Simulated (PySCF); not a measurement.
Molecule: `[AsH3+][BH2-]C1CC1`, C$_{3}$H$_{10}$AsB.

Atoms are numbered as in `[AsH3+:1][BH2-:2][CH:3]1[CH2:4][CH2:5]1`; H(Xn) means a hydrogen on atom n. Ha(C4), Ha(C5) are cis to B2 on the ring; Hb(C4), Hb(C5) are trans to B2 on the ring.

Geometry PBE0-D3(BJ)/def2-SVP throughout; GIAO in PySCF, gas phase, one conformer, non-relativistic; equivalent atoms averaged; functional PBE0.

For orientation, 6-31G* gives these absolute shieldings σ: As1 1793.0, B2 132.0, C4/C5 185.3, C3 196.4, H(As1) 27.98, H(B2) 29.62, Hb(C4)/Hb(C5) 31.40, Ha(C4)/Ha(C5) 31.68, H(C3) 32.12 ppm.

A run gave: As1 1690.7, B2 125.7, C4/C5 179.2, C3 189.1, H(As1) 27.41, H(B2) 29.25, Hb(C4)/Hb(C5) 31.00, Ha(C4)/Ha(C5) 31.45, H(C3) 31.94 ppm (absolute shieldings σ).

Problem. Which basis set was used in that run?
A. pcSseg-1
B. 6-31G
C. cc-pVDZ
D. def2-TZVP
E. def2-SVP

Solution. D. As1 tells them apart best: def2-TZVP gives 1690.7, pcSseg-1 gives 1664.0, def2-SVP gives 1770.7, cc-pVDZ gives 1819.1, 6-31G gives 1919.4 ppm.
